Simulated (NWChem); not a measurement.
# NiH2O2, triplet; SMILES [OH][Ni][OH]

```xyz
5

Ni     0.0000     0.0543     0.0223
O     -1.7476     0.0582    -0.0899
H     -2.2577     0.2791     0.6966
O      1.7476     0.0583    -0.0899
H      2.2577     0.2789     0.6967
```
Atoms are numbered in this order, from 1.

All runs: NWChem. Spin-unrestricted. The geometry was optimised at PBE0/def2-SVP, spin-unrestricted. This spin state was assumed; another may lie lower. No stability test was run on the SCF state. Vzz is the largest principal value of the second derivative of the potential at the nucleus (NWChem prints the opposite sign); η is the asymmetry. Non-relativistic.

```tsv
level	Vzz Ni1 (a.u.)	η Ni1	Vzz O4 (a.u.)	η O4
B3LYP/def2-SVP	(withheld)	(withheld)	(withheld)	0.26
B3LYP/def2-TZVP	-3.646	0.72	1.134	0.29
CAM-B3LYP/def2-SVP	-0.820	0.27	1.319	0.10
```

Task: Complete the blanks.

Result: 
- B3LYP/def2-SVP, Vzz Ni1 (a.u.): -3.016
- B3LYP/def2-SVP, η Ni1: 0.94
- B3LYP/def2-SVP, Vzz O4 (a.u.): 1.205
